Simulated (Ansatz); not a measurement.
Job for Ansatz (a program for electronic structure): R-r2SCAN/def2-TZVPP on CH2N (SMILES C#[NH+]), atoms moved off the minimum. Charge +1.

Ansatz 0.2 input:
```yaml
crystal:
  periodic: [false, false, false]
  atoms:
    - {symbol: C, position_ang: [0.01859355, 0.03604769, -0.60498395]}
    - {symbol: N, position_ang: [0.00188494, -0.01378494, 0.55047152]}
    - {symbol: H, position_ang: [0.01149951, 0.01302186, -1.68132482]}
    - {symbol: H, position_ang: [-0.00982965, -0.00085904, 1.57797141]}
basis:
  gaussian:
    orbitals: def2-TZVPP
hamiltonian:
  xc: {name: r2SCAN}
total_charge: 1
scf: {lower_state_search: off}
output: {forces: true}
```

Output:

```
Functional definition: r2SCAN
[...]
these checks for a lower state are left out or cut short: stability, starts, cluster_reference, orbital_swaps, neighbouring_geometries, increment
integrals: 0.01 GiB planned
453 factors; their error is unknown
mean field: 0.17 GiB planned
mean field evaluation 1: about -2539.0728 eV, gradient 7.6e1 eV
mean field evaluation 2: about -2511.3169 eV, gradient 1.2e2 eV
mean field evaluation 4: about -2549.1972 eV, gradient 6.1e0 eV
mean field evaluation 8: about -2549.2691 eV, gradient 3.7e-2 eV
mean field evaluation 16: about -2549.2691 eV, gradient 2.7e-6 eV
mean field -2549.26910391 eV, -93.6839116119 hartree, gradient 5.3e-6 eV, S^2 0.000000; 0 other end points of the search recorded, 0 dependent functions left out
the calculation of the forces begins
reference -2549.26911047 eV, -93.6839118533 hartree; 7, 7 occupied and 83, 83 virtual orbitals, 453 factors
Total energy: -2549.26911047 eV, -93.6839118533 hartree
Atom 0 at     0.018594     0.036048    -0.604984 Å, force    -0.116258    -0.349848     3.450893 eV/Å
Atom 1 at     0.001885    -0.013785     0.550472 Å, force     0.062249     0.288703    -2.720635 eV/Å
Atom 2 at     0.011500     0.013022    -1.681325 Å, force     0.039307     0.094335    -0.211181 eV/Å
Atom 3 at    -0.009830    -0.000859     1.577971 Å, force     0.014701    -0.033189    -0.519078 eV/Å
Dipole moment:    -0.002047     0.009404    -0.065317 e Å
Checks for a lower state left out: stability, starts, cluster_reference, orbital_swaps, neighbouring_geometries, increment
```

The run converged.

Cost: about 1.6 core-seconds (a rough figure).
